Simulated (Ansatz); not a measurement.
Program: Ansatz. Geometries: PBE0-D4/def2-TZVP. ΔE: electronic, gas phase. CCSD(T)/CBS is the MP2 limit (def2-TZVPP, def2-QZVPP) plus CCSD(T) − MP2 in def2-TZVPP, frozen cores. This one scheme is used for every species. Functionals use def2-TZVPP. For Ga, Ge outer-core shells are correlated without core-valence functions, which leaves a few kJ/mol of doubt a bond. Scalar relativity is left out up to krypton. Each species was taken in one conformer, which may not be the lowest.

Reaction (ligand exchange at a Ge–C bond): `[CH3][GaH][GeH2][C]#N` + H–F → `[CH3][GaH][GeH2][F]` + `C#N`

Problem. Is it downhill or uphill in electronic energy at CCSD(T)/CBS, and by how much? (Best estimate.)

Solution. Ansatz gave: Downhill: ΔE = -0.12 eV.

Problem. What do these levels give: PBE-D4, PBE0-D4, MP2/def2-TZVPP, SCS-MP2/def2-TZVPP, CCSD/def2-TZVPP, MP2/CBS(def2)? (Estimate.)

Solution. Ansatz gave: PBE-D4 -0.18, PBE0-D4 -0.14, MP2/def2-TZVPP -0.07, SCS-MP2/def2-TZVPP -0.16, CCSD/def2-TZVPP -0.15, MP2/CBS(def2) -0.07 eV.

Largest T1 diagnostic among the species: 0.014.

The D4 term adds +0.07 eV with B3LYP and +0.04 eV with PBE0; it sums over pairs of atoms, weighted by their polarisabilities, and B3LYP, whose exchange is more repulsive, gets the larger term. From PBE to PBE0 (25 % exact exchange), in def2-TZVPP and without D4, ΔE moves by +0.05 eV. In def2-TZVPP, CCSD(T) changes the Hartree–Fock value by +0.22 eV (the triples alone add +0.03 eV) and MP2 by +0.28 eV.

B3LYP here is the variant with VWN-RPA as its local correlation; programs differ in this.
